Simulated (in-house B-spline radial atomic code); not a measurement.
# TDHF excitations of the gallium ion Ga³⁺

Method: TDHF. Computed with an all-electron radial atomic-structure program (B-spline basis): linear response of the closed shell [Ar] 3d10 with bare exchange (time-dependent Hartree-Fock); non-relativistic, point nucleus, no spin-orbit coupling, no double excitations, S, P, D and F terms only. Only terms of natural parity with L up to 3 were computed.

Without relativity these are model numbers for so heavy an element.

Command:
```bash
python run_td.py task.json out
```
Settings (radii: box in bohr, nucleus in fm):
```
Z                        31
electrons                28
configuration            [Ar] 3d10
hamiltonian              nr
method                   hf
box_radius               23.08
intervals                55
```

Cost of the run: 0.8 s on 1 thread of Intel(R) Xeon(R) Platinum 8488C (Sapphire Rapids), on a shared host.

The lowest states, in the order of their Tamm-Dancoff energies; the method's threshold (minus the highest occupied level) is 65.53 eV. Labels give the largest channel, * marks a mixed state, and oscillator strengths are full-response dipole values. Energies in eV:

| state | full response | Tamm-Dancoff | oscillator strength |
| --- | --- | --- | --- |
| 3d → 4s 3D | 21.116 | 21.163 | - |
| 3d → 4s 1D | ? | ? | - |
| 3d → 4p 3P | 29.859 | 29.919 | - |
| 3d → 4p 3F | 30.43 | 30.48 | - |
| 3d → 4p 1F | ? | ? | - |
| 3d → 4p 1P | 31.58 | 31.67 | 0.535 |
| 3d → 4d 3S | 42.24 | 42.35 | - |
| 3d → 4d 3D | 43.33 | 43.37 | - |
| 3d → 4d 1D | 43.82 | 43.84 | - |
| 3d → 5s 3D | 44.99 | 44.99 | - |

Question: Where does 3d → 4s 1D lie?

Answer: At 21.916 eV in full response, 21.935 eV in Tamm-Dancoff.

Question: Where does 3d → 4p 1F lie?

Answer: At 30.93 eV in full response, 30.94 eV in Tamm-Dancoff.

Question: How large is the singlet-triplet splitting of 3d → 4s (D terms) in Tamm-Dancoff?

Answer: 0.771 eV, from the unrounded values.

Question: What polarisabilities and dispersion coefficient does the method give?

Answer: Dipole 1.204 bohr³, quadrupole 2.229 bohr⁵, C6 2.632 hartree·bohr⁶ for two such species.
